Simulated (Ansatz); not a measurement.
A nudged elastic band was laid between two geometries of a periodic cell of 19 atoms, C18Br (surface graphene monolayer, adsorbate Br).

These are results of Ansatz 0.2.0, DFT r2SCAN, scalar-relativistic, plane waves, PAW, not measurements. Settings: cutoff 500 eV, k mesh 2x2x1, gaussian smearing 0.02 eV, spin collinear.

- movable images: 5
- climbing image: yes
- spring: 5.0 eV/Å²
- optimiser: quadratic models (default)
- start path: straight line
- force threshold: 0.03 eV/Å
- iteration limit: 12
- end points: relaxed

First end point:

```xyz
19
Lattice="7.3980 0.0000 0.0000 -3.6990 6.4069 0.0000 0.0000 0.0000 11.0000" Properties=species:S:1:pos:R:3
C 0.025 0.016 0.940
C 1.257 0.727 0.944
C -1.208 2.150 0.954
C 0.024 2.862 0.941
C -2.442 4.288 0.954
C -1.209 4.998 0.941
C 2.490 0.016 0.940
C 3.723 0.728 0.941
C 1.257 2.150 0.940
C 2.491 2.862 0.941
C 0.025 4.287 0.943
C 1.257 4.998 0.943
C 4.956 0.014 0.943
C 6.189 0.727 0.941
C 3.722 2.150 0.953
C 4.957 2.863 0.988
C 2.490 4.287 0.943
C 3.724 4.998 0.941
Br 4.968 2.871 3.909
```

Last end point:

Only the atoms that move by more than 0.05 Å are listed.
```
Br19 3.735 5.006 3.909
```

(1) Which bonds break or form, and what moves?

(2) What energy profile does the band end with?

(3) What is the geometry of the highest image?

## Answers

(1) The atom that moves furthest is Br19, by 2.47 Å; four of its nearest neighbours are C16 2.92, C5 3.28, C3 3.28, C15 3.29 Å at the first end and C18 2.92, C1 3.28, C5 3.28, C17 3.29 Å at the last.

(2) It converged. The highest image is number 4 of 0 to 6, 0.010 eV above the ends, which have the same energy within 2 meV. Beside the main top the profile has a ripple of under 15 meV (maxima at images 1, 4), which may be a very shallow well or noise. The order of the stationary point at the top wasn't checked. Limits of this set-up: coarse k mesh, slab without dipole correction.

```
image  path coordinate (Å)  energy (eV)
    0                 0.00        0.000
    1                 0.50        0.009
    2                 1.01        0.006
    3                 1.51        0.002
    4                 2.02        0.010
    5                 2.36        0.005
    6                 2.71        0.000
```

(3) 
```xyz
19
Lattice="7.3980 0.0000 0.0000 -3.6990 6.4069 0.0000 0.0000 0.0000 11.0000" Properties=species:S:1:pos:R:3
C 0.013 -0.003 0.945
C 1.248 0.708 0.939
C -1.219 2.134 0.942
C 0.016 2.843 0.945
C -2.452 4.268 0.972
C -1.218 4.980 0.946
C 2.479 -0.003 0.939
C 3.714 0.708 0.940
C 1.246 2.133 0.940
C 2.481 2.844 0.939
C 0.013 4.268 0.942
C 1.248 4.980 0.942
C 4.944 -0.002 0.945
C 6.179 0.708 0.942
C 3.712 2.133 0.939
C 4.947 2.844 0.946
C 2.479 4.269 0.946
C 3.713 4.980 0.972
Br 4.331 4.621 3.918
```

Run time: 7.3 min on 4 threads of Intel(R) Xeon(R) Platinum 8488C (Sapphire Rapids) (shared host), peak memory 3.8 GiB.
